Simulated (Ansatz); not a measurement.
The pair A = GaH3 (SMILES [GaH3]) (first 4 atoms), B = C3H9N (SMILES CN(C)C); geometry from B3LYP-D3(BJ)/def2-TZVP.
(charge 0, multiplicity 1):
```xyz
17

Ga    -0.749     0.407     1.711
H     -1.493     1.741     2.131
H      0.591     0.539     0.877
H     -1.628    -0.894     1.496
C     -0.974    -0.278     4.608
N      0.116    -0.102     3.633
C      0.880    -1.352     3.490
C      1.005     0.995     4.054
H     -0.575    -0.537     5.595
H     -1.636    -1.072     4.267
H     -1.545     0.646     4.680
H      1.334    -1.642     4.444
H      1.662    -1.212     2.746
H      0.214    -2.144     3.152
H      1.462     0.774     5.025
H      1.787     1.129     3.310
H      0.430     1.916     4.128
```

Cores are frozen in the correlated methods. Filled d and f shells under p-block atoms count as core. MP2 and its Hartree–Fock in aug-cc-pVQZ, aug-cc-pVTZ are density fitted.

The values were computed with Ansatz (a quantum-chemistry and plane-wave program) with Gaussian orbitals. 

The counterpoise-corrected interaction energy is E(AB) − E(A in the pair's basis) − E(B in the pair's basis). Total energies (hartree):

| level | AB | A in the pair's basis | B in the pair's basis |
|---|---|---|---|
| HF/aug-cc-pVTZ | -2098.3678728 | -1924.9955523 | -173.3339138 |
| MP2/aug-cc-pVTZ | -2099.2423716 | -1925.0907337 | -174.1007380 |
| HF/aug-cc-pVQZ | -2098.3820101 | -1924.9990567 | -173.3443933 |
| MP2/aug-cc-pVQZ | -2099.3016413 | -1925.0986757 | -174.1512696 |
| MP2/aug-cc-pVDZ | -2098.9863352 | -1925.0056765 | -173.9324333 |
| CCSD(T)/aug-cc-pVDZ | -2099.0877029 | -1925.0316063 | -174.0096703 |

Question: Work out the counterpoise-corrected interaction energy at the basis-set limit: extrapolate the MP2 correlation part as X⁻³, take Hartree–Fock from the larger set, and add the CCSD(T) − MP2 difference of aug-cc-pVDZ.

Answer: 
1. Differences (1 hartree = 627.509 kcal/mol): HF/aug-cc-pVTZ -24.101; MP2/aug-cc-pVTZ -31.940; HF/aug-cc-pVQZ -24.197; MP2/aug-cc-pVQZ -32.440; MP2/aug-cc-pVDZ -30.262; CCSD(T)/aug-cc-pVDZ -29.133.
2. Correlation parts, MP2 less HF: -7.840 in aug-cc-pVTZ (X = 3), -8.243 in aug-cc-pVQZ (X = 4).
3. Limit (4³·(-8.243) − 3³·(-7.840))/(4³ − 3³) = -8.537; with HF/aug-cc-pVQZ it gives -32.734.
4. CCSD(T) less MP2 in aug-cc-pVDZ: 1.129.
Result: -31.61 kcal/mol, against -31.94 at MP2/aug-cc-pVTZ. It is an estimate of this method's limit, not of the exact value.
